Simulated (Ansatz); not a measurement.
Mulliken charges of ClF2H3Si2, SMILES `F[SiH](F)[SiH2]Cl` from ωB97M-V/def2-TZVPP in Ansatz (PBE0-D4/def2-TZVP geometry).

```json
{"atom": "F1", "x (Å)": "-1.332", "y (Å)": "1.217", "z (Å)": "-1.325", "charge (e)": "-0.294"}
{"atom": "Si2", "x (Å)": "-0.987", "y (Å)": "0.665", "z (Å)": "0.126", "charge (e)": "0.668"}
{"atom": "F3", "x (Å)": "-0.588", "y (Å)": "1.910", "z (Å)": "1.030", "charge (e)": "-0.294"}
{"atom": "Si4", "x (Å)": "0.843", "y (Å)": "-0.800", "z (Å)": "-0.021", "charge (e)": "0.191"}
{"atom": "Cl5", "x (Å)": "2.436", "y (Å)": "0.216", "z (Å)": "-0.829", "charge (e)": "-0.202"}
{"atom": "H6", "x (Å)": "-2.224", "y (Å)": "0.076", "z (Å)": "0.690", "charge (e)": "-0.049"}
{"atom": "H7", "x (Å)": "1.222", "y (Å)": "-1.295", "z (Å)": "1.325", "charge (e)": "-0.010"}
{"atom": "H8", "x (Å)": "0.516", "y (Å)": "-1.954", "z (Å)": "-0.896", "charge (e)": "-0.010"}
```

By hand: the dipole of these point charges (1 e Å = 4.8032 D).

Σ q r = (-0.334, -0.643, 0.296) e Å, of length 0.783 e Å = 3.76 D.

How does the dipole of the full density compare? (Estimate.)

Ansatz gave: (-0.141, -0.402, 0.164) e Å, 2.19 D; the point charges give 1.72 times that, at 8° from its direction.

Point charges leave out the atoms' own dipoles, such as those of lone pairs, and Mulliken's split depends on the basis, so the two needn't agree.
